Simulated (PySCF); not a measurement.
**Electric field gradients and quadrupole coupling constants**

Species: CH10ClPSi3.
Structure used (GFN2-xTB), in Å, numbered top down from 1:
```
atom  x, y, z in Å
Si1   -1.5417    1.8720    0.1271
Si2   -1.0262   -0.2958   -0.5880
P3    -2.1398   -1.7011    0.7883
Si4    1.2168   -0.9349   -0.8325
C5     2.2622    0.1500    0.3572
Cl6    1.9854    1.8693   -0.0502
H7    -2.9868    2.1002    0.2162
H8    -0.9976    2.8547   -0.8073
H9    -0.9907    2.1413    1.4573
H10   -1.6879   -0.5928   -1.8780
H11   -1.2415   -1.5853    1.8329
H12   -1.5309   -2.8516    0.3279
H13    1.7826   -0.7078   -2.1663
H14    1.5681   -2.3176   -0.4624
H15    1.9897    0.0319    1.4035
H16    3.3306   -0.0235    0.2630
```

Field gradients from the PBE0/pcSseg-1 density (PySCF, non-relativistic), principal values in atomic units, ordered |Vxx| ≤ |Vyy| ≤ |Vzz|:

| atom | Vxx | Vyy | Vzz |
| --- | --- | --- | --- |
| Cl6 | -1.9108 | -2.0525 | 3.9633 |

Q: Find the asymmetry η = (Vxx − Vyy)/Vzz and the couplings χ = eQV/h (234.96 MHz × Q in barn × V in au), with Q(35Cl) = −0.0817 b.

A: 
```
atom     environment  nucleus     η  χzz (MHz)  χxx (MHz)  χyy (MHz)
 Cl6  alkyl chlorine     35Cl  0.04     -76.08      36.68      39.40
```

The gradient is axial or nearly so (η below 0.05) at Cl6. 

Q: What is Vzz at Cl6 in SI units (1 au = 9.71736 × 10²¹ V/m²)?

A: 3.9633 au = 38.512 × 10²¹ V/m².

Were the hydrogens deuterons (Q(2H) = 0.00286 b), χzz would run from 104 kHz (H10 and H14) to 211 kHz (H16).

Isolated species at its GFN2-xTB geometry (one conformer only). GFN2-xTB bond lengths can be off by several hundredths of an ångström, more for odd bonds, and the gradients follow them. The basis is small and wasn't made for field gradients, so the couplings can be 20 % off.
